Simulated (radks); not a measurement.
The antimony ion Sb40+, 11 electrons, occupied as [Ne] 3s1 (the NIST ground configuration).

Calculated with a radial shooting solver on a logarithmic mesh with Libxc functionals: scalar-relativistic Kohn-Sham, PBE, spin-unpolarised, spherical densities, point nucleus.

Energy parts (eV):
total: -136782.403
kinetic: 144493.420
electron-nucleus: -294083.254
Hartree: 15249.500
exchange-correlation: -2442.069

Orbitals (lengths in bohr, moments of r in powers of bohr):
| orbital | occ. | eigenvalue (eV) | <r^4> | <1/r> |
|---|---|---|---|---|
| 1s | 2 | -32881.78 | 3.111e-06 | 54.35 |
| 2s | 2 | -7033.732 | 0.0004898 | 12.65 |
| 2p | 6 | -6591.541 | 0.0003451 | 12.12 |
| 3s | 1 | -2866.363 | 0.01309 | 5.197 |

The highest occupied level is 3s at -2866.4 eV. For comparison, the ionisation energy in NIST's Atomic Spectra Database is 2900.0 eV (semi-empirical). In exact Kohn-Sham theory the highest level is minus the ionisation energy, but local and semilocal functionals leave it too shallow, through self-interaction and a potential that decays too fast; potentials with the right tail come closer. The density falls to 0.001 e/bohr^3 at r = 0.73 bohr. Summed over all electrons, <r^2> = 0.2112 bohr^2, which gives a Langevin (diamagnetic) susceptibility term of -0.167 x 10^-6 cm^3/mol.

Beside tabulated values, note that spin-unpolarised runs miss the spin-polarisation part of the exchange energy of open shells.
